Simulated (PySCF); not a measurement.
## Identify the compound

An unknown has the formula C₆H₅F. Its calculated NMR data are:

¹H NMR (400 MHz, computed): δ 4.93 (dq, J = 9.2, 1.7 Hz, 1H), 3.82 (m, 1H), 2.43 (m, 1H), 2.12 (ddt, J = 14.0, 12.3, 1.9 Hz, 1H), 1.78 (d, J = 3.5 Hz, 1H).

¹³C{¹H} NMR (computed): δ 162.5 (C, d, J = 428.1 Hz), 113.6 (CH, d, J = 10.6 Hz), 85.8 (C, d, J = 6.6 Hz), 79.3 (CH), 38.9 (CH, d, J = 18.0 Hz), 29.6 (CH2, d, J = 18.0 Hz).

[PySCF: shielding tensors at PBE0/pcSseg-1 (GIAO); geometry: GFN2-xTB; B3LYP/pcJ-1 coupling constants (spin–dipole term only in couplings to heteroatoms); single conformer; no solvent; no relativistic terms]

Scale: TMS for ¹H (σref 31.72), ¹³C (σref 186.93) (reference shieldings calculated alike).

Choose the structure that fits.
A. F[C@@]12C=C[C@H]3[C@@H]1[C@H]32
B. C#C[C@]1(F)[C@@H]2C[C@@H]21
C. C#C[C@@H]1CC=C1F

Results:

C. 

The formula gives 4 degrees of unsaturation (1 ring in the answer). 6 carbon signals for 6 carbons: no two carbons are equivalent. Carbon types of the structure: 2 × C, 3 × CH, 1 × CH2, which accounts for all hydrogens. δC 162.5: fully substituted alkene carbon; the olefinic region. δC 113.6: alkene CH; an sp2 carbon of a C=C bond. δC 85.8: alkyne carbon; sp carbons lie upfield of alkene carbons because the cylindrical π system leaves one tensor component strongly shielded. δC 79.3: terminal alkyne carbon; sp carbons lie upfield of alkene carbons because the cylindrical π system leaves one tensor component strongly shielded. δC 29.6: allylic sp3 CH2; a saturated carbon with 2 carbon neighbours and no heteroatom attached.

The others: C#C[C@]1(F)[C@@H]2C[C@@H]21 would give 5 carbon signals, not 6; F[C@@]12C=C[C@H]3[C@@H]1[C@H]32 would give 5 carbon signals, not 6.

C–F couplings over four or more bonds (about 3 Hz to the para carbon of a fluoroarene) are left out. Common functionals overestimate the size of one-bond C–F couplings by tens of Hz; these are unscaled. Multiplet labels drop couplings under 1 Hz and merge nearly equal ones. Unscaled 3J(H,H) at this level run about 10 % above measured values. Shifts are as computed. Against solution values, carbons near 30 ppm lie about +3 ppm off and those near 130 ppm about +5 ppm. Of 1309 compounds with measured shifts, 239 miss one by over three times the rms of a fit or turn the order of signals round; such compounds aren't used in these exercises.
